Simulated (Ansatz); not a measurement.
Isolated molecules relaxed with PBE0-D4/def2-TZVP in Ansatz; ΔE leaves out vibrations. CBS: MP2 limit from def2 TZ/QZ plus the TZ coupled-cluster correction, frozen cores. This one scheme is used for every species. DFT in def2-TZVPP. For Ga, Ge outer-core shells are correlated without core-valence functions, which leaves a few kJ/mol of doubt a bond. Scalar relativity is left out up to krypton. One conformer a species, not always the lowest.

`[NH2][Ga]([F])[GeH3]` + H–F → `[NH2][Ga]([F])[F]` + GeH₄  (cleavage of the Ga–Ge bond)

**Question.** Is it downhill or uphill in electronic energy at CCSD(T)/CBS, and by how much? (An estimate is asked.)

**Answer.** Ansatz gave: Downhill: ΔE = -5.5 kcal/mol.

**Question.** What do these levels give: r2SCAN-D4, ωB97X-V, PBE-QIDH, PBE, BHLYP, MP2/def2-SVP? (Estimate.)

**Answer.** Ansatz gave: r2SCAN-D4 -7.8, ωB97X-V -9.1, PBE-QIDH -7.4, PBE -5.2, BHLYP -9.8, MP2/def2-SVP -14.1 kcal/mol.

Largest T1 diagnostic among the species: 0.014.

Leaving LDA and LC-ωPBE aside and taking each functional with its dispersion term where it has one, the values, not all of them listed here, spread over 6.1 kcal/mol, from B97M-V to PBE-D4. LDA lies +1.3 kcal/mol from PBE without D4. The D4 term adds +1.5 kcal/mol with B3LYP and +0.8 kcal/mol with PBE0; it sums over pairs of atoms, weighted by their polarisabilities, and B3LYP, whose exchange is more repulsive, gets the larger term. In def2-TZVPP, CCSD(T) changes the Hartree–Fock value by +6.2 kcal/mol (the triples alone add +0.6 kcal/mol) and MP2 by +6.1 kcal/mol.

B3LYP here is the variant with VWN-RPA as its local correlation; programs differ in this.
